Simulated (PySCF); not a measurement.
A ladder for the electron affinity of Bi

Bi⁻ [Xe] 4f14 5d10 6s2 6p4 (3P) → Bi [Xe] 4f14 5d10 6s2 6p3 (4S). Scalar values calculated with PySCF 2.14 in aug-cc-pwCVTZ-DK3 (spin-free X2C; valence: [Xe] 4f14 5d10 frozen; valence and next inner shell: [Kr] 4d10 4f14 frozen). The spin-orbit shift comes from two-component X2C-1e calculations (generalised Hartree-Fock, GHF, and MP2 on its spinors, GMP2) in x2c-TZVPall-2c with one added diffuse shell each of s, p, d, f type: GMP2 gives 0.569 eV without and 0.811 eV with screened spin-orbit coupling, a shift of 0.243 eV (GHF: 0.341 eV). Sums use unrounded values; where a UHF row is shifted, it takes the GHF shift.

```json
{"method": "UHF", "scalar (eV)": "-0.179"}
{"method": "LDA", "scalar (eV)": "1.147"}
{"method": "PBE", "scalar (eV)": "0.904"}
{"method": "PBE0", "scalar (eV)": "0.811"}
{"method": "r2SCAN", "scalar (eV)": "0.805"}
{"method": "MP2 (valence)", "scalar (eV)": "0.516"}
{"method": "SCS-MP2 (valence)", "scalar (eV)": "0.571"}
{"method": "MP2 (valence and next inner shell)", "scalar (eV)": "0.593"}
{"method": "SCS-MP2 (valence and next inner shell)", "scalar (eV)": "0.609"}
{"method": "M06-L", "scalar (eV)": "1.044"}
{"method": "BLYP", "scalar (eV)": "0.964"}
{"method": "CCSD (valence)", "scalar (eV)": "0.615"}
{"method": "CCSD(T) (valence)", "scalar (eV)": "0.670"}
{"method": "CCSD (valence and next inner shell)", "scalar (eV)": "0.631"}
{"method": "CCSD(T) (valence and next inner shell)", "scalar (eV)": "0.710"}
```

Q: Form a composite estimate from CCSD(T) (valence and next inner shell) and the spin-orbit shift, and compare it with the reference, 0.942 eV (measured; photodetachment measurements, as compiled on the Wikipedia data page of electron affinities).

A: 0.710 + (0.243) = 0.953 eV, an error of 0.010 eV.

The errors of the correlated levels include the incompleteness of the basis and the frozen core, so a lower level can come closer by cancellation.

The GHF and GMP2 shifts differ by 0.099 eV: spin-orbit coupling and correlation are not additive here, and the shift is the weak step of the composite.
